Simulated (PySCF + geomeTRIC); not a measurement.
Species: [Zr(F)4(CH3CN)] (charge 0, multiplicity 1).

Question: Give a relaxed geometry from BP86-D3(BJ)/def2-SVP run with PySCF + geomeTRIC.

Answer: the end point of this relaxation.
Cartesian coordinates (Å) in one orientation:
```xyz
11

Zr     0.302     0.300     0.270
F      0.031     0.533     2.163
F      1.523     1.513    -0.594
F     -1.181    -0.353    -0.771
F      1.388    -1.282     0.296
C     -2.617     4.442     0.234
C     -1.775     3.258     0.235
N     -1.098     2.308     0.237
H     -3.663     4.161    -0.003
H     -2.255     5.162    -0.527
H     -2.590     4.925     1.231
```
